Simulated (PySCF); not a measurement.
ClH3OS2Si. Atoms are numbered in the order given.

```xyz
8

O     -0.2348     0.2070     1.8985
Si    -0.0336     0.0305     0.2650
S      0.1727     1.8448    -0.8442
S      1.7243    -1.1458     0.0228
Cl    -1.7495    -0.8336    -0.5227
H     -1.0832     0.5653     2.1918
H      1.3207     2.1946    -0.2154
H      1.4997    -1.8576     1.1533
```
Charge 0, spin multiplicity 1.

Coordinates come from a B3LYP-D3(BJ)/def2-SVP optimisation. The structure was generated by enumeration, and PubChem lists no compound with its InChIKey, so it may never have been made. Other conformers were not sampled.

The numbers are results of KT2/pcSseg-1 in PySCF, not measurements.

GIAO shieldings, no solvent; atoms listed in one row are averaged. δ = σ(ref) − σ: ¹⁷O against H2O (σ = 330.4 ppm); ²⁹Si against TMS (σ = 361.9 ppm); ³³S against H2S (σ = 723.0 ppm); ³⁵Cl against HCl (σ = 945.4 ppm); ¹H against TMS (σ = 31.47 ppm), references at their B3LYP-D3(BJ)/def2-TZVP geometries, non-relativistic (without spin–orbit terms, shifts of atoms bonded to Cl or Br come out too high).

Computed chemical shifts:
```
nucleus  atoms  count  δ (ppm)
-------  -----  -----  -------
¹⁷O         O1      1    122.4
²⁹Si       Si2      1     25.8
³³S         S3      1    105.7
³³S         S4      1     83.1
³⁵Cl       Cl5      1    165.6
¹H          H6      1     2.77
¹H          H8      1     2.22
¹H          H7      1     1.87
```
